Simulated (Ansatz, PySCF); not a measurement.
System: sum formula SiN3H6Br, net charge 0, singlet state. 
Coordinates optimised at B3LYP-D3(BJ)/def2-TZVP (Ansatz, an electronic-structure program):
SMILES: N[Si](N)(Br)N
```xyz
11

Si    -0.1602    -0.0940    -0.8293
Br     0.2700     0.1611     1.3794
N      1.3848    -0.4288    -1.4740
N     -1.0554     1.3119    -1.1997
N     -1.1426    -1.3951    -1.3111
H      1.5044    -0.6190    -2.4565
H      2.2171    -0.0541    -1.0505
H     -1.4166     1.4646    -2.1281
H     -0.9032     2.1718    -0.6997
H     -0.7798    -2.3347    -1.2956
H     -2.1355    -1.3676    -1.1432
```

Wanted: vertical ionisation energy (to the doublet state of charge +1; each state is the SCF solution reached for its spin; the UHF <S^2> is 0.86 for the doublet (pure: 0.75); for the doublet the Hartree-Fock reference is unstable and T1 is 0.028), in eV. Correlated levels leave the core frozen unless marked. Open shells are spin-unrestricted. No spin-orbit coupling. Frozen are the shells of the preceding noble gas and the d and f shells that filled before the atom's block. Non-relativistic. CBS(X,Y): correlation extrapolated as X^-3; Hartree-Fock from the larger set. The program attaches cautions to a run behind CCSD/def2-SVPD: other roots. The program attaches cautions to a run behind CCSD(T)/def2-SVPD: other roots.

```json
[
 {"level": "HF/def2-TZVPPD", "program": "Ansatz", "vertical ionisation energy (eV)": "8.64"},
 {"level": "HF/def2-QZVPPD", "program": "Ansatz", "vertical ionisation energy (eV)": "8.64"},
 {"level": "SVWN5/def2-TZVPD", "program": "Ansatz", "vertical ionisation energy (eV)": "8.89"},
 {"level": "PBE/def2-TZVPD", "program": "Ansatz", "vertical ionisation energy (eV)": "8.69"},
 {"level": "r2SCAN/def2-TZVPD", "program": "Ansatz", "vertical ionisation energy (eV)": "8.88"},
 {"level": "B3LYP/def2-TZVPD", "program": "Ansatz", "vertical ionisation energy (eV)": "9.14"},
 {"level": "PBE0/def2-TZVPD", "program": "Ansatz", "vertical ionisation energy (eV)": "9.18"},
 {"level": "BHLYP/def2-TZVPD", "program": "Ansatz", "vertical ionisation energy (eV)": "9.41"},
 {"level": "CAM-B3LYP/def2-TZVPD", "program": "Ansatz", "vertical ionisation energy (eV)": "9.50"},
 {"level": "wB97M-V/def2-TZVPD", "program": "Ansatz", "vertical ionisation energy (eV)": "9.59"},
 {"level": "wB97X-V/def2-TZVPD", "program": "Ansatz", "vertical ionisation energy (eV)": "9.62"},
 {"level": "B2PLYP/def2-TZVPD", "program": "Ansatz", "vertical ionisation energy (eV)": "9.36"},
 {"level": "RI-MP2/def2-TZVPPD", "program": "Ansatz", "vertical ionisation energy (eV)": "10.09"},
 {"level": "RI-MP2/def2-QZVPPD", "program": "Ansatz", "vertical ionisation energy (eV)": "10.16"},
 {"level": "RI-MP2/CBS(def2-TZVPPD,def2-QZVPPD)", "program": "Ansatz", "vertical ionisation energy (eV)": "10.22"},
 {"level": "CCSD/def2-SVPD", "program": "Ansatz", "vertical ionisation energy (eV)": "9.55"},
 {"level": "CCSD(T)/def2-SVPD", "program": "Ansatz", "vertical ionisation energy (eV)": "9.50"}
]
```

For comparison, minus the highest occupied orbital energy (PySCF): 10.67 eV at HF/def2-TZVPD, 6.43 eV at TPSSh/def2-TZVPD, 6.99 eV at B3LYP/def2-TZVPD.
